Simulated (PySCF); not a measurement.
Species: C4H6FNO.
Geometry (GFN2-xTB, Å), atoms numbered from 1 in this order:
```xyz
13
C4H6FNO angstrom
O     -1.375    1.654   -1.461
C     -0.710    0.923   -0.772
C     -1.208   -0.224    0.103
C      0.049   -0.941    0.585
F      0.227   -2.113   -0.121
C      1.209    0.020    0.278
N      0.631    0.984   -0.621
H     -1.792    0.181    0.929
H     -1.847   -0.891   -0.475
H      0.013   -1.239    1.637
H      1.575    0.501    1.192
H      2.034   -0.524   -0.192
H      1.190    1.671   -1.099
```

The calculation used PySCF, TDDFT wB97X-D/def2-SVPD, vertical, gas phase, core orbitals frozen in the response.

Frontier orbitals with the atoms that hold most of them (Löwdin shares over 4%, at most four atoms; ? is withheld):

```
orbital  ε (eV)                             atoms
 LUMO+2    2.81  H10 16%, C4 14%, H13 13%, C2 11%
 LUMO+1    2.34    C2 28%, O1 20%, N7 15%, C3 10%
   LUMO    2.10    C6 20%, H11 12%, C4 10%, C2 8%
   HOMO       ?                                 ?
 HOMO-1   -9.58                                 ?
 HOMO-2  -11.99    F5 35%, C4 19%, C6 19%, C3 12%
 HOMO-3  -12.30    F5 41%, C4 20%, H10 12%, C3 9%
```

Q: Which atoms hold the HOMO-1, and with what shares?

A: N7 (bonded to 2 C and H) 43%; O1 (bonded to C) 29%; C6 (bonded to C, N and 2 H) 9%; C2 (bonded to C, N and O) 8%. By element: nitrogen 43%, oxygen 29%, carbon 17% or more.

Q: Which atoms hold the HOMO, and with what shares?

A: O1 (bonded to C) 66%; C2 (bonded to C, N and O) 11%; C3 (bonded to 2 C and 2 H) 10%; N7 (bonded to 2 C and H) 6%. By element: oxygen 66%, carbon 21% or more, nitrogen 6%.

Q: What is the HOMO energy, and the HOMO–LUMO gap?

A: ε(HOMO) = -9.41 eV; the gap is 11.51 eV (0.4228 hartree).

Q: How does S1 compare with the orbital gap of 11.51 eV?

A: S1 is at 5.86 eV (f = 0.0001), 5.65 eV below the gap, made of HOMO→LUMO+1 (80%). Its leading pair isn't HOMO and LUMO; the energies of that pair differ by 11.75 eV. 

Q: One configuration dominates each of S1 and S2. Which, and how do the shares of the two leading atoms of either orbital change from the occupied to the empty one?

A: 
- S1 (5.86 eV, f 0.0001), HOMO→LUMO+1 (80%): O1 66% → 20%, C2 11% → 28%
- S2 (7.32 eV, f 0.0011), HOMO-1→LUMO (71%): N7 43% → at most 9%, O1 29% → at most 9%, C6 9% → 20%, H11 at most 9% → 12%

The run took 55 s wall on one thread, Arm Neoverse N1 (shared host).

One conformer stands for the species.
